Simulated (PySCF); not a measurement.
SMILES B[SiH2]Br, singlet (CAM-B3LYP/def2-SVP optimised geometry):

```
7

B      1.041    -0.870     0.000
Si    -0.955    -0.870     0.000
Br    -1.122     1.384     0.000
H      1.647    -0.793     1.037
H      1.650    -0.810    -1.037
H     -1.650    -1.384     1.209
H     -1.650    -1.382    -1.210
```

Computed with CAM-B3LYP/def2-TZVP in PySCF.

Task: What are the frontier orbital energies and the dipole moment?

Result: HOMO-2 -10.78 eV, HOMO-1 -9.76 eV, HOMO -9.38 eV, LUMO -1.53 eV, LUMO+1 1.14 eV; dipole moment 1.75 D.

Meta-Löwdin charges at CAM-B3LYP/def2-TZVP: B1 -0.18, Si2 0.56, Br3 -0.27, H4 0.04, H5 0.04, H6 -0.09, H7 -0.09.
